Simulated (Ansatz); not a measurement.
Ansatz (a program for electronic structure) input (B3LYP/def2-TZVPD):

Ansatz 0.2 input:
```yaml
crystal:
  periodic: [false, false, false]
  atoms:
    - {symbol: Hf, position_ang: [0.01372023, -0.14374575, 0.23134662]}
    - {symbol: O, position_ang: [-0.01806512, -1.57970964, -0.81752610]}
    - {symbol: O, position_ang: [0.70701614, 1.44778047, -0.67047479]}
    - {symbol: O, position_ang: [-0.81243306, 1.42564092, -0.59411871]}
basis:
  gaussian:
    orbitals: def2-TZVPD
hamiltonian:
  xc: {name: B3LYP}
total_charge: 1
magnetization: {spin_polarized: true, initial_magnetization: 1}
```

End of the output:

```
integrals: 0.07 GiB planned
968 factors; their error is unknown
mean field: 0.84 GiB planned
mean field evaluation 1: about -7414.1049 eV, gradient 8.6e1 eV
mean field evaluation 2: about -7130.8275 eV, gradient 2.1e2 eV
mean field evaluation 4: about -7411.1249 eV, gradient 8.3e1 eV
mean field evaluation 8: about -7440.6944 eV, gradient 8.4e-1 eV
mean field evaluation 16: about -7440.7193 eV, gradient 1.5e-1 eV
mean field evaluation 32: about -7439.4040 eV, gradient 1.2e1 eV
mean field -7440.71942027 eV, -273.4413951940 hartree, gradient 1.9e-5 eV, S^2 0.771136; 4 other end points of the search recorded, 0 dependent functions left out
reference -7440.71966687 eV, -273.4414042566 hartree; 18, 17 occupied and 145, 146 virtual orbitals, 968 factors
Total energy: -7440.71966687 eV, -273.4414042566 hartree
```

This state (charge 1, doublet) is run at the relaxed geometry of the species with charge 0 and multiplicity 1.
